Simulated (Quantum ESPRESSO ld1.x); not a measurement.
One sound ld1.x (Quantum ESPRESSO 7.5) input for neutral hafnium gives E = -15069.248 hartree in 26 iterations:

```
 &input
    zed=72.0,
    iswitch=1,
    rel=1,
    lsd=1,
    dft='SLA-VWN',
    config='[Xe] 4f14 5d2 6s2',
    prefix='ld1',
    max_out_wfc=37,
    file_charge='ld1.rho',
 /
```

Changed or added lines, one case at a time, and what came of them:

- dft='B3LPY': silently wrong. The misspelt name is read as B3LYP (index line 7 12 9 7), and as for B3LYP no exact exchange is computed, so the numbers are not those of the hybrid.
- rel=-1: refused. The program stops in ld1_readin with "wrong rel": rel takes 0, 1 or 2.
- config='[Xe] 4f14 5d2 6s2 7d-1': harmless. A negative occupation marks a state as unused; the result equals that of the sound run.
- dft='PW91': silently wrong. The run ends normally, but in this build (ld1.x 7.5) Etot and Exc of a spin-polarised run lack the gradient corrections of exchange and correlation and come out near their LSDA values (nitrogen, PBE: -54.132 hartree against -54.536 from two other codes). The eigenvalues and orbitals are those of the GGA; the energies must not be used.
- rmax=5000.0: harmless. The energy moves by less than 1e-5 hartree against the default mesh (-15069.248 hartree).
- config='[Xe] 4f14 5d2 6s2 5g1': refused. The program stops in el_config with "l not found:G": the config string knows s, p, d and f alone.
- iswitch=5: refused. The program stops in ld1_readin with "wrong iswitch": iswitch takes 1 to 4.
